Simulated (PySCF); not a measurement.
**Dipole response of Cr (chromium, neutral)**

[Ar] 3d5 4s1, high-spin 7S determinant. Calculation: PySCF 2.14, in aug-cc-pVDZ-DK; scalar relativity by spin-free X2C-1e. Coupled (time-dependent) response in atomic units; α is the mean over directions. A double-zeta set is small for polarisabilities.

```
method  mean α (bohr³)  C₆ (like pair)  S(−4)
   UHF           105.9           961.6   9903
   PBE           70.88           575.0   3985
  PBE0           75.26           624.9   4328
```

S(−4) is the Cauchy moment in α(ω) = α(0) + S(−4) ω² + …

Reference α: 83 ± 12 bohr³ (recommended; Schwerdtfeger and Nagle, table of static dipole polarizabilities (2023 update)). Published C₆: 602.0 (Chu and Dalgarno (2004); Tang, Norbeck and Certain (1976)).

Hartree-Fock lies above the reference because it lacks correlation, which contracts the outer shell.

α(iu) at UHF:

```csv
u (hartree),α(iu) (bohr³)
0,105.9
0.0500,86.32
0.100,57.32
0.200,27.22
0.300,16.18
0.500,8.460
0.750,5.161
1.00,3.635
1.50,2.191
2.00,1.507
3.00,0.8541
5.00,0.3791
```

A single London oscillator, α(iu) = α/(1 + u²/ω²), gives C₆ = (3/4) ω α². Matching the computed C₆ needs ω = 4 × 961.6 / (3 × 105.9²) = 0.114 hartree.
